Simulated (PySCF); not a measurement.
**How methods differ on the ionisation energy of Zn¹⁰⁺**

Zn¹⁰⁺ [Ar] 3d2 (3F) → Zn¹¹⁺ [Ar] 3d1 (2D), as a difference of total energies. Computed with PySCF 2.14 in an uncontracted even-tempered set (19 s from 0.59 bohr⁻², ratio 2.5; 12 p from 0.76 bohr⁻², ratio 2.5; 9 d from 0.76 bohr⁻², ratio 2.5; 4 f from 2.7 bohr⁻², ratio 2.7; 4 g from 4.1 bohr⁻², ratio 2.7), with the spin-free X2C one-electron Hamiltonian (Gaussian nucleus). Correlated levels: outer shells: [Ne] frozen; virtual orbitals above 40 to 60 times the deepest correlated orbital energy dropped. The calculations carry no spin-orbit coupling.

| method | ionisation energy (eV) |
| --- | --- |
| UHF | 273.51 |
| LDA | 274.29 |
| PBE | 274.26 |
| PBE0 | 274.39 |
| r2SCAN | 274.82 |
| MP2 (outer shells) | 273.87 |
| SCS-MP2 (outer shells) | 273.79 |

Task: How much does correlation contribute at MP2 (outer shells)?

Result: 273.87 − (273.51) = 0.36 eV, measured against UHF.

A first-order spin-orbit estimate (lowest level to lowest level, LS coupling) adds 0.093 eV.

For comparison: 274.4 ± 0.5 eV (semi-empirical (NIST evaluation); NIST Atomic Spectra Database, ionization energies).
